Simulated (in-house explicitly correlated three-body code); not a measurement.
Computed with an exponentially correlated three-body code. Model: two electrons around a point charge, non-relativistic, variational in 260 exponentially correlated functions (energies converged to about 1e-7 hartree, or 1e-8 relative for large Z).

Command:
```bash
python run_hyl.py task.json out
```
Settings (lengths in bohr, energies in hartree):
```
Z                      18
screening              4.5
interaction_strength   1
functions              260
states_tried           13
```

Run time, properties included: 72 s on 1 thread of Arm Neoverse V2, with other jobs on the host.

**Those bound S and P states to n = 4 that converged, binding against the one-electron ion.**

Given: nuclear charge 18; Yukawa screening of all interactions 4.5 1/bohr.

Computed: one-electron threshold -94.2579464 hartree.

| term | energy (hartree) | binding (eV) |
| --- | --- | --- |
| 1 1S | -181.365449 | 2370.3 |
| 2 3S | -95.0318781 | 21.06 |
| 2 1S | -94.8643989 | 16.502 |

**Converged states only, values per electron or pair (inverse distances are <exp(-kr)/r>).**

| term | mean r (bohr) | mean r squared (bohr²) | mean inverse r (1/bohr) | mean r12 (bohr) | mean inverse r12 (1/bohr) | mean cosine | mean p1 dot p2 (bohr⁻²) | delta r1 (bohr⁻³) | delta r12 (bohr⁻³) |
| --- | --- | --- | --- | --- | --- | --- | --- | --- | --- |
| 1 1S | 0.089536 | 0.010844 | 13.286 | 0.13155 | 7.0072 | -0.0069619 | 1.9767 | 1655.3 | 185.12 |
| 2 3S | 0.40876 | 0.36485 | 7.0589 | 0.73758 | 0.2979 | -0.00063257 | 0.017557 | 883.62 | - |
| 2 1S | 0.4404 | 0.43622 | 7.0291 | 0.79904 | 0.41399 | -0.00086372 | 0.040408 | 880.58 | 7.756 |

**Static dipole response.**

| state | polarisability (bohr³) |
| --- | --- |
| 1 1S | 0.00011943 |
